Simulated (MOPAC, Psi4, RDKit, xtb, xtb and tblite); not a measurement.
Two geometries of C₃H₈OSSi, SMILES CC(=O)[SiH2]CS, relaxed at GFN2-xTB with one dihedral held; other torsions can differ between them too.

Structure A

```
14

C     -2.2331    -0.8629    -0.3870
C     -0.9085    -0.5167    -1.0049
O     -0.5036    -1.0510    -2.0136
Si     0.1557     0.8508    -0.1500
C      1.9572     0.4354    -0.6082
S      2.4345     1.2744    -2.1663
H     -2.8237     0.0445    -0.2823
H     -2.0592    -1.2612     0.6105
H     -2.7706    -1.5938    -0.9870
H     -0.0504     0.7743     1.2991
H     -0.2370     2.1533    -0.6826
H      2.6607     0.8110     0.1320
H      2.1381    -0.6292    -0.7418
H      1.5772     0.6141    -2.9398
```

Structure B

```
14

C     -2.3262    -0.6911    -0.5496
C     -0.8467    -0.7603    -0.8008
O     -0.3466    -1.6599    -1.4407
Si     0.2282     0.6581    -0.0408
C      2.0214     0.4946    -0.6555
S      2.1147     0.1646    -2.4583
H     -2.7167     0.2075    -1.0228
H     -2.5065    -0.6074     0.5195
H     -2.8341    -1.5660    -0.9495
H      0.1863     0.5094     1.4160
H     -0.3559     1.9239    -0.4853
H      2.5753     1.4198    -0.5101
H      2.5674    -0.3030    -0.1523
H      1.3581    -0.9290    -2.4336
```

**Question.** Which is lower in energy at the level Psi4 1.11 with PBE0-D3(BJ)/def2-TZVP // GFN2-xTB, and by how much?

**Answer.** B is lower, by 4.87 kJ/mol (dihedral C2–Si4–C5–S6: 90° in A, 45° in B).

E(B) − E(A) in kJ/mol at the other levels, on the same two geometries: GFN2-xTB (xtb and tblite) -2.83; MMFF94 // GFN2-xTB (RDKit) 0.76; PBE0/def2-TZVP // GFN2-xTB (Psi4) -4.25; PBE/def2-TZVP // GFN2-xTB (Psi4) -4.59; PBE-D3(BJ)/def2-TZVP // GFN2-xTB (Psi4) -5.30; UFF // GFN2-xTB (RDKit) 26.36; PM6, restricted, heats of formation // GFN2-xTB (MOPAC) -8.27; AM1, restricted, heats of formation // GFN2-xTB (MOPAC) 1.41; GFN1-xTB // GFN2-xTB (xtb) 0.23.
